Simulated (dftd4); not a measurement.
O$_{4}$Os, singlet, geometry from GFN2-xTB (such geometries of metal compounds can be far from the true shape); D4 for b3lyp in dftd4 4.2.0.

Input for dftd4:
```
$ dftd4 mol.xyz --func b3lyp --charge 0 --json dftd4.json --noedisp --grad

# file mol.xyz
5

Os     0.00000000    -0.00000000     0.00000000
O      1.11279420     0.65835603    -0.97541765
O      0.73850384    -0.82037554     1.18523383
O     -0.93629128    -1.00940387    -0.85302150
O     -0.91500677     1.17142338     0.64320532
```

It wrote (shortened):

```
                    ____  _____ _____     ____  _  _
      -------------|  _ \|  ___|_   _|---|  _ \| || |------------
     |             | | | | |_    | | ___ | | | | || |_           |
     |             | |_| |  _|   | ||___|| |_| |__   _|          |
     |             |____/|_|     |_|     |____/   |_|            |
     |             ===================================           |
     |            E. Caldeweyher, S. Ehlert & S. Grimme          |
     |          Mulliken Center for Theoretical Chemistry        |
     |                    University of Bonn                     |
      -----------------------------------------------------------

Rational (Becke-Johnson) damping: b3lyp-D4-ATM
---------------------
  s6         1.0000
  s8         2.0293
  s9         1.0000
  a1         0.4087
  a2         4.5381
 alp        16.0000
--------------------

Dispersion energy:      -7.7593512350335E-03 Eh

Gradient norm:           7.8977318922339E-04 Eh/a0
--------------------------------------------------
     #    Z           dE/dx      dE/dy      dE/dz
--------------------------------------------------
     1   76 Os   -3.977E-12  2.914E-13 -1.547E-12
     2    8 O     2.713E-04  1.605E-04 -2.378E-04
     3    8 O     1.801E-04 -2.000E-04  2.890E-04
     4    8 O    -2.283E-04 -2.461E-04 -2.080E-04
     5    8 O    -2.231E-04  2.856E-04  1.568E-04
--------------------------------------------------

Virial:
--------------------------------------------------
      component           x          y          z
--------------------------------------------------
          x       1.611E-03  1.686E-12 -9.532E-14
          y       1.686E-12  1.611E-03  5.030E-12
          z      -9.532E-14  5.030E-12  1.611E-03
--------------------------------------------------

[Info] Dispersion results written to 'dftd4.txt'
[Info] JSON dump of results written to 'dftd4.json'
```
